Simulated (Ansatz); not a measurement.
`F[SiH]([SiH3])[SiH3]` + `CF` → `FC[SiH]([SiH3])[SiH3]` + H–F  (formal exchange of groups at the Si–F bond)

Isolated molecules relaxed with PBE0-D4/def2-TZVP in Ansatz; ΔE leaves out vibrations. CBS: MP2 limit from def2 TZ/QZ plus the TZ coupled-cluster correction, frozen cores. This one scheme is used for every species. Functionals use def2-TZVPP. Each species was taken in one conformer, which may not be the lowest.

`F[SiH]([SiH3])[SiH3]`:

Cartesian coordinates in Å:
```
F -0.755 1.159 1.847
Si -0.509 -0.049 0.806
Si -1.401 0.530 -1.283
Si 1.788 -0.499 0.666
H -1.221 -1.244 1.341
H -2.855 0.828 -1.191
H -1.198 -0.623 -2.203
H -0.692 1.714 -1.836
H 2.512 0.683 0.129
H 1.975 -1.642 -0.269
H 2.355 -0.858 1.993
```

`CF`:

```xyz
5

C    -0.043    0.035   -0.026
F     0.918   -0.750    0.571
H    -0.327    0.836    0.660
H    -0.914   -0.582   -0.258
H     0.365    0.461   -0.946
```

`FC[SiH]([SiH3])[SiH3]`:

Cartesian coordinates in Å:
```
F 0.714 2.047 1.075
C -0.134 1.082 1.608
Si -0.380 -0.337 0.357
Si 1.668 -1.370 -0.107
Si -1.372 0.475 -1.601
H 0.310 0.717 2.540
H -1.086 1.564 1.854
H -1.296 -1.321 1.006
H 1.444 -2.556 -0.977
H 2.574 -0.425 -0.811
H 2.325 -1.818 1.152
H -0.450 1.408 -2.298
H -1.682 -0.660 -2.512
H -2.637 1.194 -1.287
```

H–F:

Cartesian coordinates in Å:
```
F 0.034 -0.459 -0.010
H -0.034 0.459 0.010
```

```json
{"level": "ωB97M-V", "ΔE (kJ/mol)": "133.4"}
{"level": "SCS-MP2/def2-QZVPP", "ΔE (kJ/mol)": "139.2"}
```

What does CCSD(T)/CBS give? (Estimate.)

Computed: +131.3 kJ/mol. The listed levels differ from it by 2.1, 7.9 kJ/mol.

Largest T1 diagnostic among the species: 0.013.

In def2-TZVPP, CCSD(T) changes the Hartree–Fock value by −32.9 kJ/mol (the triples alone add −4.6 kJ/mol) and MP2 by −33.3 kJ/mol. The D4 term adds −9.9 kJ/mol with B3LYP and −5.7 kJ/mol with PBE0; it sums over pairs of atoms, weighted by their polarisabilities, and B3LYP, whose exchange is more repulsive, gets the larger term.

B3LYP here is the variant with VWN-RPA as its local correlation; programs differ in this.
